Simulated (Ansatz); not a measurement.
Z-matrix (Å, degrees):
```
Si
Al 1 2.431
P 1 2.274 2 108.5
H 1 1.489 2 113.0 3 117.6
H 1 1.490 2 114.1 3 -118.4
Cl 2 2.106 1 115.3 3 -74.5
H 2 1.581 1 127.7 3 98.8
H 3 1.422 1 94.8 2 -48.9
H 3 1.422 1 94.5 2 44.8
```

Total charge 0; spin multiplicity 1.

Task: List the ωB97M-V/def2-TZVPP orbital energies in eV (Ansatz). (An estimate is asked.)

Result: Ansatz gave: Occupied: -2771.67, -2105.36, -1807.04, -1533.08, -262.08, -199.51, -199.45, -199.43, -182.90, -148.15, -131.53, -131.50, -131.44, -117.62, -102.27, -102.25, -102.24, -77.28, -77.14, -77.07, -25.33, -20.92, -17.23, -14.52, -13.58, -12.32, -11.99, -11.94, -11.81, -11.44, -10.72, -9.06. Lowest empty: -0.40, 1.21, 1.37, 2.25, 2.27, 2.72, 3.12, 3.22.
